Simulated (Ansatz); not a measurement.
Geometry optimisation, RKS PBE0/def2-SVP in Ansatz.

Input:

```yaml
crystal:
  periodic: [false, false, false]
  atoms:
    - { symbol: B, position_ang: [0.016043, -0.375387, -0.037649] }
    - { symbol: H, position_ang: [-0.079031, -0.598184, 1.136804] }
    - { symbol: Cl, position_ang: [1.638358, -0.312314, -0.749119] }
    - { symbol: O, position_ang: [-1.032587, -0.3131, -0.866112] }
    - { symbol: H, position_ang: [-1.87585, -0.370433, -0.40567] }
    - { symbol: O, position_ang: [0.221058, 1.921827, 1.183832] }
    - { symbol: H, position_ang: [1.056039, 2.052501, 0.716395] }
    - { symbol: H, position_ang: [0.39447, 1.112589, 1.71342] }
basis:
  gaussian: { orbitals: def2-SVP }
hamiltonian:
  xc: pbe0
relax:
  f_tol: 0.03
  max_steps: 50
```

Command:

```bash
$ ansatz run input.yaml --threads 1 --pin off --max-ram 2048MiB --backend cpu --events-out ev --progress --plain --runs-dir out
```

Task: Where does it end, and by what steps?

Result: It converged. After 34 steps the energy has fallen by 0.204 eV; H7 moved furthest, 1.21 Å. Joined: B1–O6 (2.61 → 1.73 Å).

```
step  energy less start (eV)  largest force component (eV/Å)  accepted
   0                  0.0000                           0.888       yes
   2                  0.0156                           1.107        no
   4                 -0.0831                           0.159       yes
   6                 -0.1067                           0.128       yes
   8                 -0.1154                           0.254       yes
  10                 -0.1336                           0.464       yes
  12                 -0.1536                           0.326       yes
  14                 -0.1630                           0.089       yes
  16                 -0.1655                           0.271       yes
  18                 -0.1620                           0.409        no
  20                 -0.1721                           0.203       yes
  22                 -0.1775                           0.118       yes
  24                 -0.1810                           0.642        no
  26                 -0.1901                           0.121       yes
  28                 -0.1924                           0.620        no
  30                 -0.2014                           0.095       yes
  32                 -0.2037                           0.075       yes
  34                 -0.2040                           0.010       yes
```

```xyz
8
Properties=species:S:1:pos:R:3
B 0.036 -0.178 0.289
H -0.355 -0.983 1.102
Cl 1.785 -0.454 -0.261
O -0.814 0.266 -0.720
H -1.677 -0.150 -0.662
O 0.277 1.273 1.205
H -0.147 1.922 0.619
H 1.235 1.421 1.120
```

The run took 100 s on 1 thread of Arm Neoverse V1, with other jobs on the host, peak memory 0.15 GiB.
